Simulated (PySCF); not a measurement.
Compound: C9H12Si.
Numbering: `[cH:1]1[cH:2][cH:3][c:4]([CH:5]2[CH2:6][SiH2:7][CH2:8]2)[cH:9][cH:10]1` (hydrogens: H11 on C1; H12 on C2; H13 on C3; H14 on C5; H15, H16 on C6; H17, H18 on Si7; H19, H20 on C8; H21 on C9; H22 on C10)

Method used: PBE0-D3(BJ)/def2-SVP geometry optimisation, gas phase (PySCF 2.14.0).

(1) List the bond lengths, angles and torsions at this level.

Results:

(1) 
```
           bond  length (Å)
  C1–C2, C1–C10       1.394
  C2–C3, C9–C10       1.393
   C3–C4, C4–C9       1.400
          C4–C5       1.506
   C5–C6, C5–C8       1.571
 C6–Si7, Si7–C8       1.895
         C1–H11       1.092
C2–H12, C10–H22       1.093
 C3–H13, C9–H21       1.094
         C5–H14       1.101
 C6–H15, C8–H20       1.100
 C6–H16, C8–H19       1.099
        Si7–H17       1.497
        Si7–H18       1.498
```

Bonds in one row agree within 0.01 Å and their mean is given. A selection of angles:
```
      angle  degrees
  C2–C1–C10    119.4
  C2–C1–H11    120.3
   C1–C2–C3    120.2
  C1–C2–H12    120.0
  C3–C2–H12    119.7
   C2–C3–C4    121.0
  C2–C3–H13    119.2
  C4–C3–H13    119.8
   C3–C4–C5    120.9
   C3–C4–C9    118.2
   C4–C5–C6    113.7
  C4–C5–H14    107.7
   C6–C5–C8    101.7
  C6–C5–H14    109.9
  C5–C6–Si7     89.0
  C5–C6–H15    112.9
  C5–C6–H16    113.6
 Si7–C6–H15    115.7
 Si7–C6–H16    117.2
 H15–C6–H16    107.7
  C6–Si7–C8     80.1
 C6–Si7–H17    117.5
 C6–Si7–H18    115.9
H17–Si7–H18    108.2
```

Torsions: C3–C4–C5–C6 58° (synclinal); C4–C5–C6–Si7 -119° (anticlinal); C5–C6–Si7–C8 -3° (synperiplanar); C6–Si7–C8–C5 3° (synperiplanar); C4–C5–C8–Si7 119° (anticlinal).

Of the pairs four or more bonds apart, Si7···H13 is among the closest relative to their van der Waals radii: 3.15 Å, 96 % of the sum of Bondi's values. The 4-membered ring C5–C6–Si7–C8 has internal angles of 80.1° to 101.7° (sum 360°, against 360° for a flat polygon); it is almost planar, 0.03 Å rms from its mean plane, widest ring torsion 4°. The 9 C–C bonds span 1.392 Å (C2–C3, aromatic) to 1.571 Å (C5–C6, drawn single), a spread of 0.179 Å. Si7 (SiH2 silicon) has angles from 80.1° to 117.5°. The 6-membered ring C1–C2–C3–C4–C9–C10 has internal angles of 118.2° to 121.1° (sum 720°, against 720° for a flat polygon); it is planar, 0.00 Å rms from its mean plane, widest ring torsion 0°.

Point group: Cs (tolerance 0.08 Å). Stationary, but not proved a minimum. One conformer, not necessarily the lowest.

On one thread of an Arm Neoverse N1, no GPU, shared host, this took 4.7 min wall and 0.96 GiB of memory at its peak. That covers the optimisation of the geometry.
